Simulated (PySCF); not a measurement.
Input of a response calculation (the driver script's job line, then coordinates in Å):

```
{"job": {"kind": "uv", "xc": "wB97X-D", "basis": "def2-SVPD", "nstates": 8, "ntriplets": 3}, "charge": 0, "multiplicity": 1}
F     -2.608787     1.446762    -0.263046
C     -1.572247     0.635380    -0.159519
C     -1.523330    -0.728500    -0.152705
C     -0.154971    -1.022807    -0.015917
C      0.529199     0.177167     0.049361
B      2.029952     0.470977     0.198621
Cl     2.619527     2.080617     0.252809
Cl     3.122420    -0.852591     0.310559
O     -0.381707     1.197073    -0.042727
H     -2.345886    -1.406473    -0.233875
H      0.291254    -1.994934     0.030475
```

Output (SCF cycles cut):

```
converged SCF energy = -1273.3734364092

Static polarisability (au): isotropic 91.605, principal 56.623 93.628 124.564

Singlet excitations
state   eV       nm        f      main configurations
  1   4.8532    255.5   0.42214   H->L 0.98
  2   5.9994    206.7   0.00001   H-2->L 0.95
  3   6.2228    199.2   0.00003   H-3->L 0.96
  4   6.4052    193.6   0.01466   H-1->L 0.88
  5   6.7467    183.8   0.00030   H->L+1 0.70, H->L+2 0.21
  6   6.9478    178.5   0.09220   H-4->L 0.92
  7   7.3444    168.8   0.14335   H->L+3 0.87
  8   7.5775    163.6   0.00828   H->L+2 0.60, H->L+1 0.17

Triplet excitations (Tamm-Dancoff, eV): 3.2721 5.1626 5.7367
```

Computed, not measured: TDDFT wB97X-D/def2-SVPD, vertical, gas phase, core orbitals frozen in the response (PySCF). Geometry: GFN2-xTB; no solvent, vibrations or thermal averaging.

**Question.** What is the polarisability anisotropy, √(½[(α1 − α2)² + (α2 − α3)² + (α3 − α1)²])?

**Answer.** 58.92 au.

**Question.** How many basis functions and electrons does this run hold?

**Answer.** 216 basis functions for 82 electrons in 41 doubly occupied orbitals.

**Question.** What share of the summed oscillator strength falls to the strongest level in this window?

**Answer.** State 1 at 255 nm: 0.4221 of 0.6810, or 62%.

**Question.** What is the total energy of state 1 at this geometry?

**Answer.** -1273.37344 + 0.17835 = -1273.19509 hartree.

**Question.** Which orbital energies lie behind H and L?

**Answer.** HOMO -9.07 eV and LUMO -0.37 eV, a gap of 8.71 eV; state 1 differs from that by -3.85 eV.

**Question.** Which species is it?

**Answer.** `Fc1ccc(B(Cl)Cl)o1` (C4H2BCl2FO), point group Cs.

H and L stand for HOMO and LUMO.

Hardware: one thread, AMD EPYC (x86_64) (shared host). Cost: 2.3 min wall, 85 s CPU, 0.88 GiB resident at most.

Conformer computed: `[F:1][c:2]1[cH:3][cH:4][c:5]([B:6]([Cl:7])[Cl:8])[o:9]1`: C4–C5–B6–Cl7 180°.

The pairwise dispersion term of wB97X-D wasn't added to the energies; at a given geometry it leaves orbitals and properties as they are.
